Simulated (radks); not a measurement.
The numbers below are computed, except where a source is named.
Question: All-electron atom: Re in [Xe] 4f14 5d5 6s2. Level of theory: scalar-relativistic Kohn-Sham, PBE, spin-polarised, spherical densities, finite nucleus; open shells are filled with parallel spins first (spin-orbit coupling, left out, can overturn this in heavy ions); Fermi nuclear charge, rms radius 5.3698 fm (a radial shooting solver on a logarithmic mesh with Libxc functionals). Some entries of the table are withheld. Estimate them.

orbital,occ.,eigenvalue (hartree),r(max) (bohr),<r> (bohr)
1s down,1,-2632.572,0.01124,0.01804
1s up,1,-2632.572,0.01124,0.01804
2s up,1,-456.4549,0.06453,0.07623
2s down,1,-456.4463,0.06453,0.07623
2p up,3,-398.4391,0.05303,0.06834
2p down,3,-398.4323,0.05303,0.06834
3s up,1,-105.6645,0.1820,0.1974
3s down,1,-105.6620,0.1820,0.1974
3p up,3,-88.54927,0.1803,0.1979
3p down,3,-88.54639,0.1803,0.1979
3d up,5,-69.12029,0.1469,0.1792
3d down,5,-69.11461,0.1469,0.1792
4s up,1,-22.03825,0.4126,0.4406
4s down,1,-22.03057,0.4126,0.4406
4p up,3,-16.42219,0.4330,0.4686
4p down,3,-16.41510,0.4330,0.4686
4d up,5,-9.36881,0.4432,0.5001
4d down,5,-9.36042,0.4433,0.4999
5s up,1,-3.14889,0.9398,1.040
5s down,1,-3.07414,0.9351,1.032
5p up,3,-1.75661,1.064,1.213
5p down,3,-1.65858,1.056,1.203
4f up,7,-1.54430,0.4169,0.5827
4f down,7,-1.52762,0.4168,0.5783
6s up,1,(1),2.518,2.993
5d up,5,-0.23531,1.426,1.897
6s down,1,(2),2.658,3.259
5d down,0,-0.12576,1.418,2.043

Answer: 
(1) 6s up eigenvalue (hartree): -0.24102
(2) 6s down eigenvalue (hartree): -0.17662
